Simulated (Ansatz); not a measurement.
Geometry optimisation, RKS PBE0/6-31G* in Ansatz.

input.yaml

```yaml
crystal:
  periodic: [false, false, false]
  atoms:
    - { symbol: Si, position_ang: [0.0, 0.0, 0.0] }
    - { symbol: H, position_ang: [0.0, 0.0, 1.46] }
    - { symbol: F, position_ang: [1.4994, 0.0, -0.5295] }
    - { symbol: O, position_ang: [-0.7913, 1.3709, -0.5594] }
    - { symbol: C, position_ang: [-2.1512, 1.4177, -0.9653] }
    - { symbol: H, position_ang: [-2.7687, 0.8215, -0.2614] }
    - { symbol: H, position_ang: [-2.5023, 2.4707, -0.9639] }
    - { symbol: H, position_ang: [-2.2473, 0.9975, -1.9882] }
    - { symbol: H, position_ang: [-0.6877, -1.1914, -0.4862] }
basis:
  gaussian: { orbitals: "6-31G*" }
hamiltonian:
  xc: pbe0
relax:
  f_tol: 0.02
  max_steps: 40
```

Run as:

```bash
$ ansatz run input.yaml --threads 2 --pin off --max-ram 3072MiB --backend cpu --events-out ev --progress --plain --runs-dir out
```

**Question.** Where does it end, and by what steps?

**Answer.** It converged. The force dipped under the threshold on the way, but the program's further checks kept it going. After 21 steps the energy has fallen by 0.199 eV; H6 moved furthest, 0.91 Å.

```tsv
step	energy less start (eV)	largest force component (eV/Å)	accepted
0	0.0000	1.243	yes
1	-0.0717	0.619	yes
2	-0.0865	0.101	yes
3	-0.0951	0.214	yes
4	-0.1115	0.447	yes
5	-0.1497	0.280	yes
6	-0.1629	0.112	yes
7	-0.1699	0.101	yes
8	-0.1557	0.529	no
9	-0.1753	0.041	yes
10	-0.1789	0.144	yes
11	-0.1812	0.220	yes
12	-0.1853	0.170	yes
13	-0.1887	0.204	yes
14	-0.1955	0.036	yes
15	-0.1751	0.555	no
16	-0.1940	0.170	no
17	-0.1969	0.012	yes
18	-0.1976	0.117	yes
19	-0.1982	0.033	yes
20	-0.1984	0.010	yes
21	-0.1985	0.003	yes
```

```xyz
9
Properties=species:S:1:pos:R:3
Si -0.124 -0.018 0.144
H 0.637 0.178 1.396
F 0.919 -0.250 -1.058
O -1.009 1.344 -0.075
C -2.050 1.433 -1.029
H -2.621 0.496 -1.099
H -2.729 2.232 -0.719
H -1.649 1.676 -2.020
H -1.022 -1.204 0.166
```

Time of the run: 35 s on 2 threads of Arm Neoverse V2 (shared host), peak memory 0.16 GiB.
